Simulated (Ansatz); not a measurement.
Species: SiF$_{3}$ (charge -1, singlet). It need not be the lowest isomer of its formula. Whether it binds its extra electron was not tested at this geometry. 
Structure (B3LYP-D3(BJ)/def2-TZVP (Ansatz, a first-principles code) minimum search):
SMILES: F[Si-](F)F
```xyz
4

Si    -0.0596    -0.0131     0.5593
F     -0.6707     1.2749    -0.3352
F      1.4726    -0.0191    -0.1371
F     -0.7092    -1.2355    -0.3978
```
Charge -1, spin multiplicity 1.

Parts of the frozen-core correlation energy in STO-3G (Ansatz, hartree). Frozen orbitals: 8; correlated occupied orbitals by spin: 13 and 13; virtual: 3 and 3. No spin-orbit coupling. Non-relativistic.

| term | value |
|---|---|
| reference (HF) | -579.60122 |
| MP2 opposite-spin | -0.05121 |
| MP2 same-spin | -0.00855 |
| CCSD correlation | -0.07352 |
| (T) | -0.00376 |
| FCI minus CCSD(T) | -0.00060 |
| T1 diagnostic | 0.010 |
| largest doubles amplitude | 0.064 |
